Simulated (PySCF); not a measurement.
**Worked example: oscillator strength and radiative lifetime**

CH7ClN2Si, SMILES NC[Si@@H](N)Cl.

Geometry: B3LYP-D3(BJ)/def2-SVP. The structure was generated by enumeration; whether it is a known compound was not checked. The values are those of a single conformer.

TDA-PBE/def2-SVPD in PySCF puts the first singlet state with f over 0.02 at 5.31 eV (vertical), with the transition dipole (-0.408, -0.265, -0.033) in atomic units.

Problem. Find the oscillator strength, the wavelength and the radiative lifetime that this transition would have in vacuum if emission retraced absorption.

Solution. 
|μ|² = 0.2378 au, so |μ| = 1.24 D. ΔE = 5.31/27.211 = 0.1951 hartree. f = (2/3) ΔE |μ|² = 0.031 (the program prints 0.031).
λ = 1239.84/5.31 = 233 nm; ν = 42828 cm⁻¹.
Einstein's coefficient A = 0.6670 ν² f s⁻¹ (ν in cm⁻¹) = 3.8e7 s⁻¹, so τ = 1/A = 26 ns. This state is S2; the lower singlet has f = 0.001. The figure is the radiative limit of this one transition; relaxation, internal conversion, crossing to triplets and a medium change what is measured.
